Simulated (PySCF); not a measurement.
AsF₃GeH₂, SMILES [F][Ge]([F])([F])[AsH2]. Atoms are numbered in the order given.

```xyz
7

F     -1.3758    -0.8003     1.3764
Ge    -0.7004     0.0011     0.0000
F     -1.3758    -0.8003    -1.3764
F     -1.4262     1.5720     0.0000
As     1.7145    -0.0545     0.0000
H      1.7182     1.0100    -1.0993
H      1.7182     1.0100     1.0993
```
Charge 0, spin multiplicity 1.

The structure is a stationary point at B3LYP-D3(BJ)/def2-SVP. The structure was generated by enumeration, and PubChem lists no compound with its InChIKey, so it may never have been made.

Two levels are set side by side: PBE/pcSseg-1 (PySCF) and KT2/pcSseg-1 (PySCF). GIAO shifts against AsH3 (⁷⁵As), CFCl3 (¹⁹F), GeH4 (⁷³Ge), TMS (¹H) at the same level; non-relativistic, no solvent, atoms listed together averaged. Differences are taken from unrounded values.

```json
[
 {"quantity": "δ(⁷³Ge) of Ge2 (ppm)", "KT2": "352.8", "PBE": "358.9", "PBE minus KT2": "6.0"},
 {"quantity": "δ(⁷⁵As) of As5 (ppm)", "KT2": "26.3", "PBE": "30.7", "PBE minus KT2": "4.5"},
 {"quantity": "δ(¹H) of H6, H7 (ppm)", "KT2": "2.99", "PBE": "3.03", "PBE minus KT2": "0.04"}
]
```

Rough cost on one machine, each run with all the roots and properties that it gave: KT2 against PBE within a factor of 2.
